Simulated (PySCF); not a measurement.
Geometry (Å), atoms numbered from 1 in this order:
```xyz
20

C     4.019    0.226   -0.902
C     2.731   -0.167   -0.353
C     1.659   -0.499    0.107
C     0.353   -0.867    0.642
C    -0.699    0.217    0.448
C    -1.160    0.572   -0.979
C    -2.591    0.728   -0.430
C    -2.167   -0.099    0.798
H     4.614   -0.653   -1.194
H     3.895    0.856   -1.798
H     4.608    0.801   -0.170
H     0.446   -1.102    1.717
H     0.006   -1.797    0.155
H    -0.375    1.133    0.972
H    -1.075   -0.301   -1.646
H    -0.689    1.433   -1.475
H    -3.423    0.350   -1.042
H    -2.809    1.773   -0.159
H    -2.540    0.202    1.789
H    -2.383   -1.171    0.656
```

Geometry: PBE0-D3(BJ)/def2-SVP; GIAO shifts from PySCF 2.14, gas phase, non-relativistic, averaged over equivalent atoms.

At wB97X-D/pcSseg-1 (196 basis functions, 60 s wall time on 1 thread of an Arm Neoverse N1, shared host):
| atoms | δ (ppm) |
| --- | --- |
| C3 | 83.7 |
| C2 | 81.6 |
| C5 | 36.3 |
| C6/C8 | 29.5 |
| C4 | 27.8 |
| C7 | 19.1 |
| C1 | 4.5 |
| H14 | 2.12 |
| H12/H13 | 1.95 |
| H16/H19 | 1.91 |
| H9/H10/H11 | 1.73 |
| H18 | 1.72 |
| H17 | 1.59 |
| H15/H20 | 1.41 |

Chemical shifts δ = σref − σ; TMS for ¹³C (σ = 184.54 ppm), ¹H (σ = 31.38 ppm), all at this level.

Q: Predict the values at PBE0/pcSseg-1 on the same geometry.

A: 
| atoms | δ at PBE0/pcSseg-1 | change |
| --- | --- | --- |
| C3 | 83.3 | -0.4 |
| C2 | 81.2 | -0.4 |
| C5 | 37.3 | +1.0 |
| C6/C8 | 30.2 | +0.7 |
| C4 | 28.7 | +0.9 |
| C7 | 19.6 | +0.5 |
| C1 | 4.7 | +0.2 |
| H14 | 2.21 | +0.09 |
| H12/H13 | 2.04 | +0.09 |
| H16/H19 | 1.96 | +0.05 |
| H9/H10/H11 | 1.80 | +0.07 |
| H18 | 1.76 | +0.04 |
| H17 | 1.61 | +0.02 |
| H15/H20 | 1.45 | +0.04 |

Referencing at the same level of theory: TMS for ¹³C (σ = 184.41 ppm), ¹H (σ = 31.27 ppm).

The largest change is at C5 (sp3 CH in a ring). Cost: 196 basis functions, 52 s wall time on 1 thread of an Arm Neoverse N1, shared host. The order of the carbon signals is the same at both levels.
